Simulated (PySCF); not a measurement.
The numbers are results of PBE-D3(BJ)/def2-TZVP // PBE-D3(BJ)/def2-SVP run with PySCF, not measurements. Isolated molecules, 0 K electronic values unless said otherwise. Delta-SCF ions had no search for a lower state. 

Reference species (SMILES): `[SiH3]c1cc2sccc2c(c1)C#N` (neutral, multiplicity 1).

- HOMO: -6.05 eV
- dipole moment: 3.97 D
- vertical ionisation energy (Delta-SCF): 8.29 eV

Changed species: `N#Cc1cc2ccc([SiH3])cc2s1`.

Q: What does the change do to the HOMO, dipole moment and vertical ionisation energy (Delta-SCF)?

A: the HOMO falls by 0.09 eV, to -6.14 eV; the dipole moment rises by 0.32 D, to 4.29 D; the vertical ionisation energy (Delta-SCF) increases by 0.07 eV, to 8.36 eV.
